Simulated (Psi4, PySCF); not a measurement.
HFOSe (SMILES O[Se]F), singlet, at a GFN2-xTB geometry, atoms displaced at random by about 0.08 Å a coordinate. Base run: PBE0/STO-3G, gradient (PySCF).

Input for PySCF:
```python
from pyscf import gto, scf, dft

mol = gto.M(
    atom='''
Se    0.080612    0.153729    0.416318
F    -0.125602    1.426087   -0.648742
O    -0.188925   -1.415348   -0.821763
H    -1.068409   -1.438299   -0.905823
''',
    basis='sto-3g',
    charge=0,
    spin=0,
    verbose=3,
)

mf = dft.RKS(mol)
mf.xc = 'pbe0'
mf.kernel()
g = mf.nuc_grad_method()
grad = g.kernel()
```

Programs used: Psi4, PySCF; a row that names a program was run with it.

The coordinate followed is y of atom 1.

Variants of this job, named by their change:

```json
[
 {"change": "base", "dE/dx (Eh/bohr)": "0.122254", "net force (Eh/bohr)": "0.000102"},
 {"change": "grids.level = 1; grid_response = on", "dE/dx (Eh/bohr)": "0.122376", "net force (Eh/bohr)": "0.000000"},
 {"change": "conv_tol = 1e-6", "dE/dx (Eh/bohr)": "0.122256", "net force (Eh/bohr)": "0.000102"},
 {"change": "finite difference step (bohr) = 0.2; conv_tol = 1e-11", "dE/dx (Eh/bohr)": "0.123521", "net force (Eh/bohr)": "-"},
 {"change": "code = psi4", "dE/dx (Eh/bohr)": "0.122258", "net force (Eh/bohr)": "0.000143"},
 {"change": "grids.level = 0; grid_response = on", "dE/dx (Eh/bohr)": "0.120969", "net force (Eh/bohr)": "0.000000"},
 {"change": "grid_response = on", "dE/dx (Eh/bohr)": "0.122278", "net force (Eh/bohr)": "0.000000"},
 {"change": "grids.level = 5; grid_response = off", "dE/dx (Eh/bohr)": "0.122221", "net force (Eh/bohr)": "0.000029"},
 {"change": "conv_tol = 1e-11", "dE/dx (Eh/bohr)": "0.122254", "net force (Eh/bohr)": "0.000102"},
 {"change": "finite difference step (bohr) = 1e-5; conv_tol = 1e-11", "dE/dx (Eh/bohr)": "0.122278", "net force (Eh/bohr)": "-"},
 {"change": "density fitting = on; auxbasis_response = off", "dE/dx (Eh/bohr)": "0.122136", "net force (Eh/bohr)": "0.004337"},
 {"change": "grids.level = 0; grid_response = off", "dE/dx (Eh/bohr)": "0.120457", "net force (Eh/bohr)": "0.020468"}
]
```

The net force is zero for an exact gradient.
